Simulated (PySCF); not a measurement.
Electron correlation in O²⁺ (oxygen, charge +2)

[He] 2s1 2p3, 2s spin antiparallel (an excited configuration). Calculation: PySCF 2.14, in x2c-QZVPPall (7s4p3d2f1g, 57 functions); scalar relativity by spin-free X2C-1e. Frozen: 1s2; 4 electrons correlated.

MP2 pair energies summed by pair of shells (mhartree):

```json
{"pair": "2s-2p", "energy": "-145.18", "share (%)": "85.3"}
{"pair": "2p-2p", "energy": "-25.04", "share (%)": "14.7"}
```

Total MP2 correlation energy: -170.23 mhartree.

Same-spin part -25.04 and opposite-spin part -145.18 mhartree; SCS-MP2 scales them by 1/3 and 6/5 to -182.57 mhartree.
